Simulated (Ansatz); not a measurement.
`C/N=C(\F)I` and `C/N=C(/O)F` differ in one atom or group.

Ansatz, PBE0-D4/def2-TZVP geometries, multiplicity 1. Each molecule was computed in one conformer, which needn't be the lowest.

Elements past krypton have def2 core potentials.

```csv
property,`C/N=C(\F)I`
HOMO–LUMO gap (PBE/def2-TZVPP) / eV,4.46
LUMO energy (B3LYP/def2-TZVPP) / eV,-1.36
HOMO–LUMO gap (ωB97M-V/def2-TZVPP) / eV,10.78
LUMO energy (PBE/def2-TZVPP) / eV,-1.99
HOMO energy (PBE0/def2-TZVPP) / eV,-7.72
size of the dipole moment (B3LYP/def2-TZVPP) / D,1.03
```

Question: What does the change do to each property? (An estimate is asked.)

Answer: The calculation gave: 
```csv
property,`C/N=C(/O)F`,shift
HOMO–LUMO gap (PBE/def2-TZVPP) / eV,6.43,1.97
LUMO energy (B3LYP/def2-TZVPP) / eV,0.58,1.94
HOMO–LUMO gap (ωB97M-V/def2-TZVPP) / eV,12.63,1.85
LUMO energy (PBE/def2-TZVPP) / eV,-0.06,1.93
HOMO energy (PBE0/def2-TZVPP) / eV,-7.88,-0.16
size of the dipole moment (B3LYP/def2-TZVPP) / D,0.94,-0.09
```

With PBE0 the HOMO falls by 0.16 eV and the LUMO rises by 2.08 eV, so the gap widens by about 2.24 eV. PBE moves the HOMO by -0.04 eV and ωB97M-V by -0.32 eV. The zero-point energy changes by 41.7 kJ/mol with +3 modes. Dipoles are sizes alone; their direction can turn.

B3LYP here is the variant with VWN-RPA as its local correlation; programs differ in this.

Spin–orbit coupling is left out; it splits and shifts lone-pair levels of the heavy atoms by tenths of an eV.
